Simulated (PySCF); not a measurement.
Cards and structures have been mixed up. Pair them.

Structures:
1. `C#C[CH]C` [radical]
2. `[Br][Ge][Br]`
3. `Cc1ccsc1C`
4. `FB1SCCS1`

Card P (geometry PBE0-D3(BJ)/def2-SVP):
* Rotational constants A, B, C: 4.428, 0.994, 0.812 GHz
* Static isotropic polarisability (B3LYP/def2-SVPD): 79.5 au
* Point group: C2v
* Strongest line among the 15 lowest singlet transitions (TDDFT B3LYP/def2-SVPD): S12 at 6.48 eV (191 nm, f = 0.338)
* Dipole moment (B3LYP/def2-SVPD): 1.87 D

Card Q (geometry PBE0-D3(BJ)/def2-SVP):
* Rotational constants A, B, C: 3.197, 2.370, 1.385 GHz
* Static isotropic polarisability (B3LYP/def2-SVPD): 89.3 au
* Lowest singlet excitation (TDDFT B3LYP/def2-SVPD): 5.40 eV (230 nm, f = 0.042)
* Strongest line among the 6 lowest singlet transitions (TDDFT B3LYP/def2-SVPD): S3 at 5.69 eV (218 nm, f = 0.066)
* Dipole moment (B3LYP/def2-SVPD): 0.98 D

Card R (geometry PBE0-D3(BJ)/def2-SVP):
- Rotational constants A, B, C: 38.735, 4.403, 4.053 GHz
- Isotropic g value (unrestricted B3LYP/IGLO-III on C, pcH-1 on H, mean-field spin–orbit): 2.00272
- Dipole moment (PBE0-D3(BJ)/def2-SVP): 0.60 D
- Largest isotropic hyperfine couplings (means over sets of like nuclei) (unrestricted B3LYP/IGLO-III on C, pcH-1 on H): 13C +64.5, 13C -64.2, 1H +58.3 (×3), 1H -53.3, 13C +43.4 MHz

Card S (geometry PBE0-D3(BJ)/def2-SVP):
* Rotational constants A, B, C: 2.927, 2.630, 1.436 GHz
* Static isotropic polarisability (B3LYP/def2-SVPD): 75.1 au
* Strongest line among the 10 lowest singlet transitions (TDDFT B3LYP/def2-SVPD): S2 at 5.62 eV (221 nm, f = 0.108)
* Vertical ionisation energy (ΔSCF B3LYP/def2-SVPD): 9.13 eV
* Isotropic shieldings of nuclei other than C and H, by class (GIAO PBE0/pcSseg-1): 47 (1 B), 248 (1 F), 503 (2 S) ppm
* Lowest singlet excitation (TDDFT B3LYP/def2-SVPD): 5.32 eV (233 nm, f = 0.001)

Each SMILES stands for a single optimised conformer of the isolated species, non-relativistic unless stated; the electronic structure was computed with PySCF and density fitting. Hyperfine couplings of like nuclei are means over topologically equivalent atoms, whose single values can differ widely in one geometry. NMR classes are plain means over equivalent atoms (diastereotopic ones count apart unless rotation or inversion swaps them), as if these changed places fast.

Problem. Which card belongs to which structure?

Solution. P = 2, Q = 3, R = 1, S = 4. What ties each card to its structure:
- 1 (card R), C4H5, monoisotopic mass 53.0 u, 4 heavy atoms: an asymmetric top with C = 4.053 GHz, the highest such constant on the cards; dipole 0.60 D; an open shell with its largest isotropic coupling to 13C.
- 2 (card P), GeBr2, monoisotopic mass 231.8 u, 3 heavy atoms: point group C2v; an asymmetric top with C = 0.812 GHz, the lowest such constant on the cards; polarisability 79.5 au for 102 electrons; dipole 1.87 D.
- 3 (card Q), C6H8S, monoisotopic mass 112.0 u, 7 heavy atoms: an asymmetric top with C = 1.385 GHz; polarisability 89.3 au for 60 electrons, the largest shown; dipole 0.98 D.
- 4 (card S), C2H4BFS2, monoisotopic mass 122.0 u, 6 heavy atoms: an asymmetric top with C = 1.436 GHz; polarisability 75.1 au for 62 electrons, the smallest shown.
